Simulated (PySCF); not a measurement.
AlH2, SMILES [AlH2-] (connectivity only; charge and spin as stated), charge -1, multiplicity 1. Atoms are numbered in the order given.

```xyz
3

Al     0.0000     0.0000    -0.1550
H      0.0000     1.2352     1.0077
H      0.0000    -1.2352     1.0077
```
Charge -1, spin multiplicity 1.

Geometry: B3LYP-D3(BJ)/def2-TZVPD.

Computed with C-PCM-B3LYP/def2-TZVPD (PySCF 2.14.0).

The values are the electrostatic part of the solvation free energy, E(continuum) − E(gas) at the gas-phase geometry, in a cavity of scaled van der Waals radii (PySCF's table); cavitation and dispersion terms are not included. A continuum can't describe solvent molecules that bind to the metal. In vacuum the orbital gap is 2.64 eV.

```tsv
solvent	ε	ΔG(elec) (kcal/mol)	gap (eV)
water	78.36	-58.6	3.18
2-propanol	19.26	(withheld)	(withheld)
N,N-dimethylformamide	37.22	-57.7	3.17
```

Fill in the missing entries. (The exact figures need the calculation; the answer reports its results.)


- 2-propanol, ΔG(elec) (kcal/mol): -56.2
- 2-propanol, gap (eV): 3.16
